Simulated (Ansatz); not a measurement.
Ansatz (a program for electronic structure) input (CCSD(T)/aug-cc-pVDZ):

Ansatz 0.2 input:
```yaml
crystal:
  periodic: [false, false, false]
  atoms:
    - {symbol: O, position_ang: [1.39901660, -0.49795935, 0.03366731]}
    - {symbol: B, position_ang: [0.19588406, -0.06972205, 0.00471395]}
    - {symbol: O, position_ang: [-0.98129508, -0.92517319, -0.15754506]}
    - {symbol: O, position_ang: [-0.18219759, 1.33930127, 0.12954563]}
    - {symbol: H, position_ang: [-1.78320164, -0.46787925, 0.10955747]}
    - {symbol: H, position_ang: [-1.08041008, 1.48713965, -0.17847023]}
basis:
  gaussian:
    orbitals: aug-cc-pVDZ
total_charge: -1
magnetization: {spin_polarized: false}
correlation: {method: ccsd_t, electrons: outside_noble_gas}
output: {forces: true}
```

End of the output:

```
mean field evaluation 8: about -6819.7771 eV, gradient 1.6e-1 eV
mean field evaluation 16: about -6819.7691 eV, gradient 1.4e0 eV
mean field -6819.77724831 eV, -250.6221912643 hartree, gradient 1.3e-6 eV, S^2 0.000000; 0 other end points of the search recorded, 0 dependent functions left out
4 core orbitals not correlated
reference -6819.77724831 eV, -250.6221912643 hartree; 12, 12 occupied and 94, 94 virtual orbitals, 1053 factors
densities: 0.80 GiB planned
second order -19.15521420 eV of doubles, -0.00000000 eV of singles
coupled cluster: 0.54 GiB planned
cycle   1  -18.77787252 eV  change    3.8e-1 eV  update   1.2e-1
cycle   2  -19.23981546 eV  change   -4.6e-1 eV  update   3.6e-2
cycle   3  -19.36709574 eV  change   -1.3e-1 eV  update   2.1e-2
cycle   4  -19.36997436 eV  change   -2.9e-3 eV  update   6.0e-3
cycle   5  -19.36192523 eV  change    8.0e-3 eV  update   3.1e-3
cycle   6  -19.36172526 eV  change    2.0e-4 eV  update   1.2e-3
cycle   7  -19.36249390 eV  change   -7.7e-4 eV  update   6.2e-4
cycle   8  -19.36245279 eV  change    4.1e-5 eV  update   2.9e-4
cycle   9  -19.36228258 eV  change    1.7e-4 eV  update   1.1e-4
cycle  10  -19.36233540 eV  change   -5.3e-5 eV  update   4.5e-5
cycle  11  -19.36232332 eV  change    1.2e-5 eV  update   2.0e-5
cycle  12  -19.36230654 eV  change    1.7e-5 eV  update   7.1e-6
perturbative correction -0.62743967 eV, -0.0230579827 hartree
the calculation of the forces begins
Total energy: -6839.76699452 eV, -251.3568008881 hartree
Atom 0 at     1.399017    -0.497959     0.033667 Å, force     1.109931    -0.395064     0.026710 eV/Å
Atom 1 at     0.195884    -0.069722     0.004714 Å, force    -0.603634     0.214855    -0.014526 eV/Å
Atom 2 at    -0.981295    -0.925173    -0.157545 Å, force    -0.256199    -0.479512    -0.114148 eV/Å
Atom 3 at    -0.182198     1.339301     0.129546 Å, force     0.099589     0.535255     0.110379 eV/Å
Atom 4 at    -1.783202    -0.467879     0.109557 Å, force    -0.152966     0.126807     0.041802 eV/Å
Atom 5 at    -1.080410     1.487140    -0.178470 Å, force    -0.196720    -0.002341    -0.050217 eV/Å
Dipole moment:    -1.116203     0.397296    -0.026861 e Å
```
